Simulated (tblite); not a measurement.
C₆H₆FO₃P.
SMILES with atom numbers: `[O:1]=[P:2]([OH:3])([OH:4])[c:5]1[cH:6][cH:7][c:8]([F:9])[cH:10][cH:11]1` (hydrogens: H12 on O3; H13 on O4; H14 on C6; H15 on C7; H16 on C10; H17 on C11)

Geometry (GFN2-xTB, Å), atoms numbered from 1 in this order:
```xyz
17
C6H6FO3P angstrom
O      2.2183   -0.4331    2.0296
P      1.8582    0.1880    0.7517
O      2.0703    1.7804    0.7363
O      2.7728   -0.3036   -0.4745
C      0.1729   -0.0217    0.1369
C     -0.7332   -0.7566    0.8826
C     -2.0276   -0.9246    0.4243
C     -2.3798   -0.3446   -0.7823
F     -3.6377   -0.5052   -1.2358
C     -1.4856    0.3941   -1.5400
C     -0.1958    0.5539   -1.0692
H      2.3948    2.0658    1.5905
H      3.4056   -0.9489   -0.1590
H     -0.4115   -1.1899    1.8168
H     -2.7573   -1.4913    0.9810
H     -1.8056    0.8279   -2.4744
H      0.5342    1.1215   -1.6245
```

Calculated harmonic vibrations of the isolated species, GFN2-xTB (tblite), most abundant isotopes, no scaling. Errors from tens to a few hundred cm⁻¹ against measured bands are possible. One conformer, not necessarily the lowest. The optimisation stopped once no atom felt more than 0.01 eV/Å.

Lowest wavenumbers of the output (negative numbers stand for imaginary wavenumbers):
```
mode    cm-1
  1     -84.0
  2      28.6
  3      75.4
  4     102.1
  5     192.3
  6     199.7
  7     255.6
  8     305.9
  9     336.6
 10     357.4
```

Problem. Is this structure a minimum?

Solution. No. 1 mode is imaginary beyond 20i (84i cm⁻¹), so at this level the point lies at or near a first-order saddle.

Problem. Which atoms move in the imaginary mode?

Solution. 84i: H13 (hydroxyl hydrogen) 37 %, H12 (hydroxyl hydrogen) 37 %, O4 (hydroxyl oxygen) 12 %, O3 (hydroxyl oxygen) 12 %. These are shares of the mass-weighted motion.

Problem. What is the remedy?

Solution. Step along that mode in both directions, optimise again with tighter thresholds and repeat the frequencies. The zero-point energy of this point (69.7 kcal/mol) counts the 44 real modes alone, and thermal corrections from it aren't those of a minimum.

Run on one thread of an Arm Neoverse V1, no GPU, shared host. This covers the Hessian and the dipole derivatives.
